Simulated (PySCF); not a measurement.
B₂H₆O₄Si, SMILES OB(O)[SiH2]B(O)O.

Geometry: B3LYP-D3(BJ)/def2-SVP. This is a generated structure with no PubChem entry under its InChIKey; it may be hypothetical. The values are those of a single conformer.

These are B3LYP-D3(BJ)/def2-SVP in PySCF values and carry that method's errors.

Frequencies are harmonic and unscaled.

| mode | ν (cm⁻¹) | IR (km/mol) | moving atoms (share of kinetic energy) |
|---|---|---|---|
| 1 | 24 | 1.4 | O 63 %, Si 21 %, H 15 % |
| 2 | 77 | 0.2 | O 90 % |
| 3 | 152 | 7.0 | O 71 %, Si 15 %, H 10 % |
| 4 | 233 | 0.9 | O 64 %, H 19 %, B 16 % |
| 5 | 249 | 2.1 | O 49 %, H 33 %, B 17 % |
| 6 | 300 | 2.0 | O 41 %, H 35 %, B 17 % |
| 7 | 369 | 0.5 | B 47 %, H 43 %, O 9 % |
| 8 | 384 | 15.7 | O 44 %, Si 39 %, H 15 % |
| 9 | 415 | 9.3 | Si 41 %, O 38 %, H 16 % |
| 10 | 537 | 195.2 | H 90 %, O 9 % |
| 11 | 562 | 99.8 | H 66 %, B 20 %, Si 11 % |
| 12 | 575 | 28.4 | O 45 %, H 23 %, B 22 %, Si 11 % |
| 13 | 584 | 37.5 | O 40 %, H 29 %, B 21 %, Si 9 % |
| 14 | 610 | 6.9 | H 83 %, O 12 % |
| 15 | 652 | 104.7 | B 44 %, H 38 %, O 15 % |
| 16 | 725 | 17.1 | H 69 %, B 25 % |
| 17 | 740 | 48.6 | H 90 % |
| 18 | 749 | 116.7 | H 77 %, Si 12 % |
| 19 | 930 | 69.9 | H 96 % |
| 20 | 989 | 191.2 | H 77 %, O 19 % |
| 21 | 1027 | 48.8 | H 65 %, O 33 % |
| 22 | 1029 | 85.3 | H 57 %, O 40 % |
| 23 | 1144 | 95.5 | H 74 %, B 13 %, O 13 % |
| 24 | 1280 | 157.2 | B 57 %, H 21 %, O 20 % |
| 25 | 1320 | 292.2 | B 51 %, H 25 %, O 24 % |
| 26 | 1391 | 348.9 | B 69 %, O 26 % |
| 27 | 1444 | 233.9 | B 70 %, O 24 % |
| 28 | 2171 | 92.8 | H 97 % |
| 29 | 2181 | 101.4 | H 97 % |
| 30 | 3682 | 365.9 | H 94 % |
| 31 | 3775 | 40.8 | H 94 % |
| 32 | 3780 | 34.1 | H 94 % |
| 33 | 3871 | 99.3 | H 94 % |
